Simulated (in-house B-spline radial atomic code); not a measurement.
**Response and correlation of W²⁸⁺**

Closed shell [Kr] 4d10. Computed with an all-electron radial atomic-structure program (B-spline basis): Dirac-Hartree-Fock, relativistic RPA (time-dependent Dirac-Hartree-Fock) for the response and second-order many-body perturbation theory for correlation, no-pair Dirac-Coulomb Hamiltonian, finite nucleus.

```json
{"multipole (bohr³, bohr⁵, bohr⁷)": "dipole", "uncoupled": "0.090053", "coupled RPA": "?"}
{"multipole (bohr³, bohr⁵, bohr⁷)": "quadrupole", "uncoupled": "0.01482", "coupled RPA": "0.015315"}
{"multipole (bohr³, bohr⁵, bohr⁷)": "octupole", "uncoupled": "0.0057806", "coupled RPA": "0.0062084"}
```

Q: What is the coupled dipole polarisability?

A: 0.076551 atomic units, -15 % against the uncoupled value.

Q: Which subshells carry the dipole polarisability?

A: 4d5/2 57.6 %, 4d3/2 35.9 %, 4p3/2 3.7 %.

Q: What does the dipole shielding factor come to?

A: The dipole shielding factor is 0.622, against the exact N/Z = 46/74 = 0.622 of the non-relativistic theorem.

Dipole polarisability at imaginary frequency:

```tsv
u (Eh)	α(iu) (bohr³)
0	0.07655
3.12	0.07019
7.81	0.05032
15.6	0.02814
23.4	0.01798
31.2	0.01268
46.9	0.007475
62.5	0.005039
78.1	0.00366
109	0.002212
156	0.001242
234	0.0006202
312	0.000371
469	0.0001753
781	6.691e-05
1560	1.752e-05
```

Q: What dispersion coefficients follow for two such ions (the dispersion part alone)?

A: C6 = (3/π)∫α(iu)²du = 0.05214 hartree·bohr⁶ and C8 = 0.06762 hartree·bohr⁸.

Lowest J = 1 odd-parity excitations:

```json
{"energy (eV)": "192.37", "oscillator strength": "0.00121", "leading channel": "4d5/2 → f5/2", "weight": "0.83"}
{"energy (eV)": "207.44", "oscillator strength": "0.0917", "leading channel": "4d3/2 → f5/2", "weight": "0.433"}
{"energy (eV)": "251.06", "oscillator strength": "4.8", "leading channel": "4d3/2 → f5/2", "weight": "0.562"}
{"energy (eV)": "415.91", "oscillator strength": "0.335", "leading channel": "4d3/2 → p1/2", "weight": "0.984"}
{"energy (eV)": "427.18", "oscillator strength": "0.604", "leading channel": "4d5/2 → p3/2", "weight": "0.971"}
{"energy (eV)": "443.58", "oscillator strength": "0.074", "leading channel": "4d3/2 → p3/2", "weight": "0.978"}
{"energy (eV)": "551.2", "oscillator strength": "0.432", "leading channel": "4p3/2 → s1/2", "weight": "0.993"}
{"energy (eV)": "585.31", "oscillator strength": "0.0394", "leading channel": "4d5/2 → f5/2", "weight": "0.815"}
```

Second-order correlation energy by the highest angular momentum of the excited pair (hartree): s -0.02879, p -0.2358, d -0.6177, f -1.284, g -0.4104, h -0.1827, i -0.08354, k -0.04282.

Q: What is the second-order correlation energy at the partial-wave limit?

A: The listed waves sum to -2.8857 hartree; extrapolating the increments as (l + 1/2)⁻⁴ gives -2.9733 hartree, -1.76 eV per electron.
